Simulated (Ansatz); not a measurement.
Total energies of Si(SH)2Cl2 (SiH₂S₂Cl₂) from Ansatz at r2SCAN-D4/def2-TZVP, gas phase (1 Eh = 27.2114 eV = 2625.5 kJ/mol). The reference geometry is relaxed at PBE-D4/def2-SVP.

```xyz
7

Si   -0.046    0.056   -0.110
S     0.690    1.027    1.644
H     1.102    2.126    0.950
S     0.127   -2.029    0.321
H    -0.914   -2.357   -0.496
Cl    1.064    0.672   -1.754
Cl   -2.025    0.504   -0.555
```

```tsv
state	geometry	energy (Eh)
charge 0 singlet	reference	-2007.58221
charge 1 doublet	reference	-2007.22309
free Si atom (triplet)	–	-289.34121
free S atom (triplet)	–	-398.08366
free H atom (doublet)	–	-0.49993
free Cl atom (doublet)	–	-460.11688
```

Task: Work out the vertical ionisation energy to the doublet.

Result: E(charge 1 doublet) − E(charge 0 singlet) = -2007.22309 − (-2007.58221) = 0.35912 Eh = 9.77 eV. For comparison, −ε of the highest occupied level is 7.15 eV at this level, 2.62 eV less.

Task: What is the binding energy per atom against free atoms?

Result: Atoms: 1 × (-289.34121) + 2 × (-398.08366) + 2 × (-0.49993) + 2 × (-460.11688) = -2006.74215 Eh. Binding: -2006.74215 − (-2007.58221) = 0.84006 Eh = 22.86 eV, or 3.27 eV for each of 7 atoms (no zero-point energy, no counterpoise term).

At r2SCAN-D4/def2-TZVP the gap within one spin of the charge 1 doublet nearly closes, so an electron or hole may be smeared out by delocalisation error.
